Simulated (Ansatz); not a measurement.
Reaction (SMILES): CCCO + H+ → C(C)C[OH2+] (at O, the best of the heteroatom sites tried; carbon was not tried)

Wanted: proton affinity (electronic), in kcal/mol. Positive where the reaction releases energy. Set-up: no dispersion term unless named; six Cartesian d functions in 6-31G* and its kin unless marked 5d; no spin-orbit coupling; valence correlation only; non-relativistic. Basis-set limits of correlation are two-point, X^-3; Hartree-Fock from the larger set. The bracket is a focal-point correction in the basis named. Ab initio and DFT rows: single points at B3LYP-D3(BJ) geometries (Ansatz, an electronic-structure program).

| species | coefficient | E at B3LYP/6-31G* (Ansatz), Eh | E at B3LYP/def2-TZVPD (Ansatz), Eh |
|---|---|---|---|
| CCCO | +1 | -194.34728 | -194.43975 |
| H+ | +1 | 0.00000 | 0.00000 |
| CCC[OH2+] | -1 | -194.66046 | -194.74879 |

Coupled cluster (Ansatz) is a level with limits of its own, used here on species with T1 under 0.025 (0.045 for open shells) and stable references: RI-MP2/CBS(cc-pVTZ,cc-pVQZ)+[CCSD(T)-MP2]/cc-pVTZ. Value to compare with, RI-MP2/CBS(cc-pVTZ,cc-pVQZ)+[CCSD(T)-MP2]/cc-pVTZ (Ansatz): 194.0 kcal/mol. 1 Eh = 627.5095 kcal/mol.

Task: Work the quantity out at each level, and compare with RI-MP2/CBS(cc-pVTZ,cc-pVQZ)+[CCSD(T)-MP2]/cc-pVTZ (Ansatz).

Result: 
- B3LYP/6-31G*: the sum of coefficient times E is 0.31318 Eh, or 196.52 kcal/mol. Result: 196.5 kcal/mol. Its difference against RI-MP2/CBS(cc-pVTZ,cc-pVQZ)+[CCSD(T)-MP2]/cc-pVTZ (Ansatz) is 2.5 kcal/mol.
- B3LYP/def2-TZVPD: the sum of coefficient times E is 0.30904 Eh, or 193.93 kcal/mol. Result: 193.9 kcal/mol. Its difference against RI-MP2/CBS(cc-pVTZ,cc-pVQZ)+[CCSD(T)-MP2]/cc-pVTZ (Ansatz) is -0.1 kcal/mol.
